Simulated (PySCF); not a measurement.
Al₂H₄O₄, SMILES [OH][Al]([OH])[Al]([OH])[OH].

Geometry: B3LYP-D3(BJ)/def2-SVP. The structure was generated by enumeration; whether it is a known compound was not checked. The values are those of a single conformer.

Two levels are set side by side: TDA-PBE/def2-SVPD (PySCF) and TDA-CAM-B3LYP/def2-SVPD (PySCF). Vertical, same geometry. The lowest singlet is HOMO−1→LUMO 55 %, HOMO−2→LUMO+1 43 % with PBE and HOMO→LUMO+1 91 % with the other functional; states are paired by order. Differences are taken from unrounded values.

| quantity | TDA-CAM-B3LYP | TDA-PBE | TDA-PBE minus TDA-CAM-B3LYP |
|---|---|---|---|
| lowest singlet excitation (eV) | 6.62 | 5.85 | -0.77 |
| lowest triplet excitation (TDA) (eV) | 4.98 | 4.69 | -0.30 |
| first bright state (f over 0.05) (eV) | 6.62 | 5.91 | -0.71 |
| its oscillator strength | 0.16 | 0.08 | -0.08 |

A lower first singlet is the usual sign of a functional without exact exchange. Differences between two approximate levels are no errors against the true value.

Rough cost on one machine, each run with all the roots and properties that it gave: TDA-CAM-B3LYP against TDA-PBE about 6 times.
